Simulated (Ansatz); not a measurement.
Pulling on the Cd1–F2 bond in CdFI (SMILES [F][Cd][I]) (multiplicity 1 held, fragments rigid). Energies count from the point at 1.953 Å.
Geometry at that point (charge 0, multiplicity 1):
```csv
atom,x (Å),y (Å),z (Å)
Cd,0.0000,0.0000,-1.0853
F,0.0000,0.0000,-3.0387
I,0.0000,0.0000,1.4989
```

Restricted levels (R-, RO-) in cc, def2 and unpolarised 6-31G sets keep to the state of the molecule at rest. Unrestricted levels (U-) break spin symmetry where that is lower. Active spaces are followed from a long bond inwards. Levels need not reach the same state.

Frozen-core correlation. Filled d and f shells under p-block atoms count as core.

Run with Ansatz (Gaussian basis) for Hartree–Fock, density functionals and correlated methods. Values without a source in brackets are computed. In def2 rows elements past Kr take small-core potentials, without spin–orbit coupling.

```json
[
 {"level": "U-HF/def2-TZVPP", "energy at R = 6.251 Å (kJ/mol)": "262.7"},
 {"level": "R-r2SCAN/def2-TZVPP", "energy at R = 6.251 Å (kJ/mol)": "475.9"},
 {"level": "R-B3LYP/def2-TZVPP", "energy at R = 6.251 Å (kJ/mol)": "486.6"},
 {"level": "U-wB97X-V/def2-TZVPP", "energy at R = 6.251 Å (kJ/mol)": "440.5"},
 {"level": "R-MP2/def2-TZVPP", "energy at R = 6.251 Å (kJ/mol)": "636.8"},
 {"level": "R-SCS-MP2/def2-TZVPP", "energy at R = 6.251 Å (kJ/mol)": "627.2"},
 {"level": "FIC-NEVPT4(SD) on CASSCF(6,4)/def2-TZVPP", "energy at R = 6.251 Å (kJ/mol)": "414.3"},
 {"level": "FIC-MRCISD on CASSCF(6,4)/def2-TZVPP", "energy at R = 6.251 Å (kJ/mol)": "(withheld)"},
 {"level": "FIC-MRCISD+Q on CASSCF(6,4)/def2-TZVPP", "energy at R = 6.251 Å (kJ/mol)": "410.9"}
]
```

### Question
Some entries are withheld; supply them.

### Answer

- FIC-MRCISD on CASSCF(6,4)/def2-TZVPP, energy at R = 6.251 Å (kJ/mol): 396.5

Doubts at one or more of the structures used: a spin-contaminated determinant (U-HF/def2-TZVPP, U-wB97X-V/def2-TZVPP); a restricted determinant that unrestricted orbitals would lower (R-r2SCAN/def2-TZVPP, R-B3LYP/def2-TZVPP, R-MP2/def2-TZVPP, R-SCS-MP2/def2-TZVPP); active orbitals that take no part (FIC-NEVPT4(SD) on CASSCF(6,4)/def2-TZVPP, FIC-MRCISD on CASSCF(6,4)/def2-TZVPP, FIC-MRCISD+Q on CASSCF(6,4)/def2-TZVPP).

Ansatz is a program for electronic structure.
